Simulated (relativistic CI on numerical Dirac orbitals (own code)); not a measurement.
Computed by Dirac-Coulomb-Breit CI, KLI orbitals optimised for each configuration, a model potential for QED, unscaled Slater integrals (own radial code, finite nucleus).

CI space (outside the closed core [Ne]): 3s, 3p, 3d, 4s, 4p, 4d, 4f, 5s, 5p, 5d, 5f, 5g, 6s, 6p, 6d, 7s, 7p. Levels of other configurations are missing.

At this charge energies of transitions that change n are usually good to better than 1 %, and those within a shell (Δn = 0) to a few per cent.

Outline of the computed level scheme of W LXIV. Lowest level of each configuration: 3s 2S_1/2 at 0.00 eV; 3p 2P°_1/2 at 159.80 eV; 3d 2D_3/2 at 720.46 eV; 4s 2S_1/2 at 3251.82 eV; 4p 2P°_1/2 at 3317.81 eV; 4d 2D_3/2 at 3541.75 eV; 4f 2F°_5/2 at 3615.58 eV; 5s 2S_1/2 at 4698.49 eV; 5p 2P°_1/2 at 4731.60 eV.

Some strong electric-dipole decays among the lowest 15 levels: 4f 2F°_7/2 → 3d 2D_5/2 (2.4e+14 s⁻¹); 4f 2F°_5/2 → 3d 2D_3/2 (2.3e+14 s⁻¹); 4d 2D_5/2 → 3p 2P°_3/2 (1.2e+14 s⁻¹); 4d 2D_3/2 → 3p 2P°_1/2 (9.2e+13 s⁻¹); 4p 2P°_1/2 → 3s 2S_1/2 (6.2e+13 s⁻¹); 4s 2S_1/2 → 3p 2P°_3/2 (4.8e+13 s⁻¹); 4p 2P°_3/2 → 3s 2S_1/2 (3.8e+13 s⁻¹); 5p 2P°_1/2 → 3s 2S_1/2 (3.4e+13 s⁻¹).
